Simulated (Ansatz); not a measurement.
Cost and result for the atomization energy of CH₆S₂Si (`C[SiH](S)S`) (10 atoms, 9 bonds).

```xyz
10

C     0.2838   -1.4137   -0.2695
Si   -0.0406    0.2431    0.5115
S    -1.9909    0.8162   -0.1532
S     1.4401    1.7108    0.0400
H    -0.4737   -2.1384    0.0392
H     0.2658   -1.3390   -1.3590
H     1.2655   -1.7828    0.0342
H     0.0312    0.1763    1.9926
H    -1.9569    2.0200    0.4421
H     1.1756    1.7075   -1.2779
```

Total charge 0; spin multiplicity 1. The structure was optimised at the PBE0-D4/def2-TZVP level. It is one conformer, not always the lowest. Program: Ansatz. All runs use 2 threads of an Arm Neoverse V1 on a shared host. Times are those of one run each, without the atoms' runs, and a repeat can differ threefold. Electronic energies, without spin–orbit coupling; frozen cores. CCSD(T)/CBS adds CCSD(T) − MP2 in def2-TZVPP to the MP2 limit, and its time is that of the two runs behind it. T1 = 0.011. B3LYP takes the VWN-RPA correlation (the form of Gaussian; ORCA's B3LYP/G).

CCSD(T)/CBS is a level of theory with its own doubt, some kJ/mol a heavy atom from the limit and from the frozen cores, so smaller differences don't rank the functionals.

```tsv
level	functions	wall time
revPBE-D4/def2-TZVPP	241	3.9 s
BLYP-D4/def2-TZVPP	241	4 s
CCSD(T)/def2-SVP	98	4.9 s
PBE0-D4/def2-TZVPP	241	7 s
BHLYP-D4/def2-TZVPP	241	7 s
CAM-B3LYP-D4/def2-TZVPP	241	7.5 s
r2SCAN-D4/def2-TZVPP (with forces)	241	9.5 s
B3LYP-D4/def2-TZVPP (with forces)	241	10 s
B2PLYP/def2-TZVPP	241	11 s
ωB97X-V/def2-TZVPP	241	16 s
MP2/def2-QZVPP	447	48 s
CCSD(T)/def2-TZVPP	241	8.5 min
CCSD(T)/CBS(def2)	–	9.3 min
```

Problem. What atomization energy does each give, and how far from CCSD(T)/CBS? (Estimate.)

Solution. Computed: 
```json
{"level": "revPBE-D4/def2-TZVPP", "atomization (kcal/mol)": "789.2", "difference from CCSD(T)/CBS": "-9.6", "per bond": "-1.1"}
{"level": "BLYP-D4/def2-TZVPP", "atomization (kcal/mol)": "788.3", "difference from CCSD(T)/CBS": "-10.5", "per bond": "-1.2"}
{"level": "CCSD(T)/def2-SVP", "atomization (kcal/mol)": "740.4", "difference from CCSD(T)/CBS": "-58.4", "per bond": "-6.5"}
{"level": "PBE0-D4/def2-TZVPP", "atomization (kcal/mol)": "796.9", "difference from CCSD(T)/CBS": "-1.9", "per bond": "-0.2"}
{"level": "BHLYP-D4/def2-TZVPP", "atomization (kcal/mol)": "780.1", "difference from CCSD(T)/CBS": "-18.7", "per bond": "-2.1"}
{"level": "CAM-B3LYP-D4/def2-TZVPP", "atomization (kcal/mol)": "795.4", "difference from CCSD(T)/CBS": "-3.4", "per bond": "-0.4"}
{"level": "r2SCAN-D4/def2-TZVPP (with forces)", "atomization (kcal/mol)": "801.0", "difference from CCSD(T)/CBS": "2.2", "per bond": "0.3"}
{"level": "B3LYP-D4/def2-TZVPP (with forces)", "atomization (kcal/mol)": "794.6", "difference from CCSD(T)/CBS": "-4.2", "per bond": "-0.5"}
{"level": "B2PLYP/def2-TZVPP", "atomization (kcal/mol)": "784.3", "difference from CCSD(T)/CBS": "-14.5", "per bond": "-1.6"}
{"level": "ωB97X-V/def2-TZVPP", "atomization (kcal/mol)": "803.3", "difference from CCSD(T)/CBS": "4.5", "per bond": "0.5"}
{"level": "MP2/def2-QZVPP", "atomization (kcal/mol)": "794.3", "difference from CCSD(T)/CBS": "-4.5", "per bond": "-0.5"}
{"level": "CCSD(T)/def2-TZVPP", "atomization (kcal/mol)": "776.0", "difference from CCSD(T)/CBS": "-22.8", "per bond": "-2.5"}
{"level": "CCSD(T)/CBS(def2)", "atomization (kcal/mol)": "798.8", "difference from CCSD(T)/CBS": "0.0", "per bond": "0.0"}
```

From PBE to PBE0 (25 % exact exchange), in def2-TZVPP and without D4, the atomization energy moves by −5.9 kcal/mol: exact exchange takes away binding that semilocal exchange gives to molecules. In def2-TZVPP, CCSD(T) changes the Hartree–Fock value by +186.3 kcal/mol (the triples alone add +10.9 kcal/mol) and MP2 by +191.3 kcal/mol; breaking electron pairs costs correlation energy, which Hartree–Fock lacks. Leaving LDA and LC-ωPBE aside and taking each functional with its dispersion term where it has one, the values, not all of them listed here, spread over 25.9 kcal/mol, from BHLYP-D4 to B97M-V. LDA lies +101.5 kcal/mol from PBE without D4, its usual overbinding.
